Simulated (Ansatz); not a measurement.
(Br2Al-mu-OH)3 (Al3Br6O3H3), relaxed as a singlet with RKS r2SCAN-D4/def2-SVP in Ansatz, starting from the GFN2-xTB geometry. Force threshold 0.03 eV/Å.

Start:

Cartesian coordinates in Å:
```
Al 0.098 1.985 0.043
Br 0.228 3.193 1.946
Br 0.079 2.918 -2.001
O 1.412 0.696 0.127
Al 1.633 -1.105 -0.244
Br 2.005 -1.356 -2.442
Br 2.972 -1.936 1.371
O -0.081 -1.612 0.200
Al -1.749 -0.920 -0.172
Br -2.205 -1.080 -2.362
Br -3.111 -1.643 1.475
O -1.331 0.840 0.228
H 2.249 1.088 0.412
H -0.109 -2.367 0.804
H -2.090 1.297 0.614
```

| step | energy (eV) | largest force component (eV/Å) | SCF passes |
| --- | --- | --- | --- |
| 1 | -446211.8266 | 0.380 | 16 |
| 2 | -446211.8754 | 0.201 | 18 |
| 3 | -446211.8843 | 0.220 | 19 |
| 4 | -446211.9042 | 0.102 | 18 |
| 5 | -446211.9103 | 0.032 | 19 |
| 6 (rejected) | -446211.9083 | 0.450 | 17 |
| 7 | -446211.9119 | 0.059 | 19 |
| 8 (rejected) | -446211.9118 | 0.072 | 19 |
| 9 | -446211.9120 | 0.155 | 20 |
| 10 | -446211.9126 | 0.016 | 21 |

Force components are those of the run's own axes.

End:

```xyz
15

Al    0.1007    1.9549   -0.0643
Br    0.2198    3.4103    1.6700
Br    0.0817    2.6432   -2.1983
O     1.4460    0.7200    0.2131
Al    1.6287   -1.0500   -0.2831
Br    2.0411   -1.2176   -2.4809
Br    2.9785   -1.9999    1.2710
O    -0.0830   -1.6252    0.1044
Al   -1.7417   -0.8726   -0.2022
Br   -2.2708   -0.9876   -2.3782
Br   -3.1070   -1.6831    1.4159
O    -1.3505    0.8663    0.2832
H     2.0800    0.9925    0.8986
H    -0.1063   -2.3512    0.7512
H    -1.9171    1.2002    0.9997
```

By distances, no bond broke or formed. The bond that changes most is Al9–Br11, from 2.26 to 2.27 Å (atoms count from 1).

No frequencies were taken in this run, so the end may be a saddle point.

Hardware: 4 threads of Arm Neoverse V2 on a shared host. Wall time 2.2 min, peak host memory 0.87 GiB.
